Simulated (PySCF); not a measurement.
How methods differ on the ionisation energy of Bi⁷⁰⁺

Bi⁷⁰⁺ [Ne] 3s2 3p1 (2P) → Bi⁷¹⁺ [Ne] 3s2 (1S), as a difference of total energies. Calculation: PySCF 2.14, in an uncontracted even-tempered set (17 s from 21 bohr⁻², ratio 2.5; 12 p from 28 bohr⁻², ratio 2.5; 4 d from 110 bohr⁻², ratio 2.7; 4 f from 160 bohr⁻², ratio 2.7); the spin-free X2C one-electron Hamiltonian (Gaussian nucleus). Correlated levels: outer shells: 1s2 frozen; virtual orbitals above 40 to 60 times the deepest correlated orbital energy dropped. The calculations carry no spin-orbit coupling.

```
                method  ionisation energy (eV)
                   UHF                  8508.3
                   LDA                  8509.6
                   PBE                  8512.0
                  PBE0                  8511.4
                r2SCAN                  8511.3
                B2PLYP                  8511.3
                 B97-3                  8510.6
    MP2 (outer shells)                  8509.0
SCS-MP2 (outer shells)                  8508.9
```

A first-order spin-orbit estimate (lowest level to lowest level, LS coupling) adds 382.2 eV.

Breit and QED terms and the two-electron picture change are absent.

First order in ζ underestimates the shift of j = l − 1/2 levels at high Z.

For comparison: 8950 ± 60 eV (theoretical estimate listed by NIST; NIST Atomic Spectra Database, ionization energies).
